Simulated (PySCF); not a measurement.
C2H7Cl2NSi, SMILES Cl[SiH](Cl)[C@@H](N)C.

Coordinates come from a PBE-D3(BJ)/def2-SVP optimisation. The structure was generated by enumeration; whether it is a known compound was not checked. The values are those of a single conformer.

Two levels are set side by side: TDDFT-PBE/def2-SVPD (PySCF) and TDDFT-LC-ωPBE/def2-SVPD (PySCF). Vertical, same geometry. The lowest singlet is HOMO→LUMO 100 % with PBE and HOMO→LUMO 60 %, HOMO→LUMO+3 11 % with the other functional; states are paired by order. Differences are taken from unrounded values.

```tsv
quantity	TDDFT-LC-ωPBE	TDDFT-PBE	TDDFT-PBE minus TDDFT-LC-ωPBE
lowest singlet excitation (eV)	7.04	4.95	-2.09
lowest triplet excitation (TDA) (eV)	6.66	4.87	-1.79
```

A lower first singlet is the usual sign of a functional without exact exchange. Differences between two approximate levels are no errors against the true value.

Rough cost on one machine, each run with all the roots and properties that it gave: TDDFT-LC-ωPBE against TDDFT-PBE about 7 times.
